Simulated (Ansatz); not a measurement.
Four-centre ligand exchange

Start structure (BSiH₅F₂, closed shell), relaxed at PBE0-D4/def2-TZVP:

```json
{"atom": "B1", "x (Å)": "-1.0790", "y (Å)": "-0.4115", "z (Å)": "-0.1802"}
{"atom": "Si2", "x (Å)": "0.1316", "y (Å)": "1.2156", "z (Å)": "-0.3306"}
{"atom": "F3", "x (Å)": "-1.2218", "y (Å)": "-1.2662", "z (Å)": "-1.1758"}
{"atom": "F4", "x (Å)": "-1.7834", "y (Å)": "-0.6606", "z (Å)": "0.9076"}
{"atom": "H5", "x (Å)": "1.4615", "y (Å)": "-1.9635", "z (Å)": "0.6074"}
{"atom": "H6", "x (Å)": "1.2335", "y (Å)": "-1.7900", "z (Å)": "1.2973"}
{"atom": "H7", "x (Å)": "-0.6468", "y (Å)": "2.3358", "z (Å)": "-0.9257"}
{"atom": "H8", "x (Å)": "0.6159", "y (Å)": "1.6261", "z (Å)": "1.0121"}
{"atom": "H9", "x (Å)": "1.2885", "y (Å)": "0.9144", "z (Å)": "-1.2123"}
```

The step: BSiH₃F₂ ([F][B]([F])[SiH3]) + H₂ → BHF₂ ([F][BH][F]) + SiH₄; bonds formed: B1–H6, Si2–H5; bonds broken: B1–Si2, H5–H6. Computed with Ansatz 0.2.0 (basis: def2-TZVPP and def2-QZVPP); correlated methods freeze the cores. Extrapolation: Hartree–Fock as exp(−7.88 √X), correlation as X^−2.97. Energies below are by CCSD(T) at an estimated basis limit (MP2 extrapolated from triple and quadruple zeta, plus CCSD(T) − MP2 in triple zeta).

**Question.** What are the electronic barrier and the energy of the step, from the start structure to the end structure? (Judge from chemistry; the value comes from the calculation.)

**Answer.** The calculation gives: Barrier 170.7 kJ/mol; step energy -46.9 kJ/mol (downhill); reverse barrier, their difference, 217.6 kJ/mol. Barrier and step energy count from the start structure, the reverse barrier from the end structure.

The saddle point: One imaginary mode of 1181i cm⁻¹.
```
  pair  start (Å)  saddle (Å)  end (Å)
 B1–H6       3.07        1.36     1.19
Si2–H5       3.57        1.98     1.49
B1–Si2       2.03        2.21     3.74
 H5–H6       0.75        1.04     2.89
```

Zero-point energy (harmonic, PBE0-D4): ZPE is 118.8 kJ/mol at the start and 131.4 kJ/mol at the saddle, so the barrier goes from 170.7 to 183.3 kJ/mol.

No T1 diagnostic of these runs exceeds 0.014.

Labels in which every atom is bracketed show which atoms are joined, not bond orders.

For scale, one of the runs: CCSD(T)/def2-TZVPP, 205 basis functions, launched by `ansatz run in.yaml --threads 4 --pin off --events-out ev --progress --plain --max-ram 9574MiB`. Hardware: 4 CPU threads of an Arm Neoverse V1, shared host. Wall time 57 s; peak host memory 2.7 GiB.
